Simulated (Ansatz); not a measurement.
Total energies of BH₄NSSiZn, SMILES `B[N]1[SiH2][S][Zn]1`.

Z-matrix (Å, degrees):
```
Si
N 1 1.764
Zn 1 2.578 2 47.2
S 1 2.170 2 101.7 3 -0.0
H 1 1.485 2 112.3 3 117.9
H 1 1.485 2 112.3 3 -118.0
B 2 1.392 1 128.1 3 180.0
H 7 1.206 2 119.9 1 -0.0
H 7 1.203 2 120.8 1 -180.0
```

Charge 0, multiplicity 1. For Zn the d shell is correlated and the shells below it are frozen. Scalar relativity is left out up to krypton. The structure was optimised at the PBE0-D4/def2-TZVP level. Basis def2-TZVPP, the Gaussian-basis code of Ansatz.

RPA on PBE orbitals: Hartree–Fock energy of these orbitals -2545.76465 Eh, correlation -1.65152 Eh (frozen core).

```tsv
functional	energy without D4 (Eh)	D4 term (kJ/mol)
LDA (SPW92)	-2543.05274	–
PBE	-2548.51517	-27.2
revPBE	-2548.93291	-73.2
BLYP	-2549.26120	-59.1
r2SCAN	-2549.10220	-6.2
B97M-V	-2548.68811	–
PBE0	-2548.60375	-23.1
B3LYP	-2549.30774	-44.7
r2SCANh	-2549.07909	-6.7
r2SCAN0	-2549.04672	-7.5
HSE06 (plane-wave form)	-2548.58397	-21.8
BHLYP	-2549.12698	-38.1
CAM-B3LYP	-2549.29760	-23.9
LC-ωPBE	-2548.71303	–
ωB97X-V	-2548.91572	–
ωB97M-V	-2549.04371	–
B2PLYP	-2548.62096	–
PBE-QIDH	-2548.17770	–
```

B3LYP takes the VWN-RPA correlation (the form of Gaussian; ORCA's B3LYP/G). HSE06 is the plane-wave form, built on full-range PBE exchange. The double hybrids freeze the cores in their second-order part.

LC-ωPBE has ω = 0.4 bohr⁻¹.
